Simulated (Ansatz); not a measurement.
**Question.** Name a neutral molecule of C, F, In, S and H with LUMO energy (PBE/def2-TZVPP) between -3.00 and -2.70 eV and ideal-gas entropy at 298 K and 1 bar (rigid rotor, harmonic PBE0-D4/def2-TZVP) between 320 and 336 J/(mol·K) (Ansatz, PBE0-D4/def2-TZVP geometry).

**Answer.** `FC1=[CH][InH][S]1` (-2.71 eV, 334 J/(mol·K)). Other molecules can fit too; these were computed, each in one conformer that needn't be the lowest.
